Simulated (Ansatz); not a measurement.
The first iterations of a band of Cl2F4HTa (8 atoms, charge 0, multiplicity 1).

These are results of RKS PBE-D4/def2-SVP (Ansatz), not measurements.

- movable images: 5
- climbing image: yes
- spring: 5.0 eV/Å²
- optimiser: quadratic models (default)
- start path: through a guess of the saddle point
- force threshold: 0.03 eV/Å
- iteration limit: 60
- end points: relaxed

Initial state:

```xyz
8
Properties=species:S:1:pos:R:3
Ta -0.072 0.025 -0.068
F 1.755 0.527 -0.274
F 0.417 -0.563 1.666
F -0.185 0.140 -1.957
F -0.914 1.618 0.382
Cl -1.819 -1.524 -0.078
Cl 1.373 -2.383 -0.774
H 2.496 -1.720 -0.829
```

Final state:

```xyz
8
Properties=species:S:1:pos:R:3
Ta -0.177 -0.474 -0.146
F 2.055 0.288 -0.369
F 0.429 -0.729 1.628
F -0.170 -0.028 -1.986
F -0.385 1.351 0.242
Cl -2.275 -1.337 0.034
Cl 1.167 -2.373 -0.738
H 2.407 -0.578 -0.596
```

| iteration | highest image above the first end (eV) | largest band force component (eV/Å) |
| --- | --- | --- |
| 1 | 3.880 | 5.206 |
| 2 | 2.001 | 2.883 |
| 3 | 1.119 | 2.727 |
| 4 | 0.579 | 0.663 |

Does the band converge within its limit, and where does its top end?

The forces met the threshold. It ended after 12 iterations with the highest image 0.317 eV above the first end. A vibrational analysis at the climbing image gives one clearly imaginary mode, 382i cm⁻¹: a first-order saddle point. The orbitals stay closed-shell, which can raise the energy where a bond breaks towards radicals; this wasn't checked here.

Time of the run: 2.3 min on 4 threads of Arm Neoverse V1, with other jobs on the host, peak memory 0.2 GiB.
